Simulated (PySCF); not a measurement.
Computed IR spectrum (relative IR intensity) of a molecule C₂H₅BO₃. Coordinates come from a PBE-D3(BJ)/def2-SVP optimisation. One conformer was computed; it need not be the lowest. These are PySCF with PBE-D3(BJ)/def2-SVP values and carry that method's errors. No scaling factor is applied to the harmonic values.

| ν (cm⁻¹) | relative intensity |
|---|---|
| 211 | 3.4 |
| 346 | 3.9 |
| 420 | 2.3 |
| 557 | 8.5 |
| 582 | 41 |
| 787 | 2.9 |
| 863 | 2.2 |
| 926 | 85 |
| 939 | 15 |
| 1005 | 15 |
| 1088 | 11 |
| 1192 | 2.5 |
| 1215 | 20 |
| 1286 | 81 |
| 1385 | 17 |
| 1406 | 18 |
| 1464 | 30 |
| 1494 | 100 |
| 2868 | 47 |
| 2899 | 19 |
| 3010 | 20 |
| 3041 | 4.3 |
| 3725 | 25 |

### Question
Which structure fits?
A. OB1COCO1
B. O=CB(O)CO
C. OB1OC[C@@H]1O
D. CB(O)C(=O)O

### Answer
A, OB1COCO1
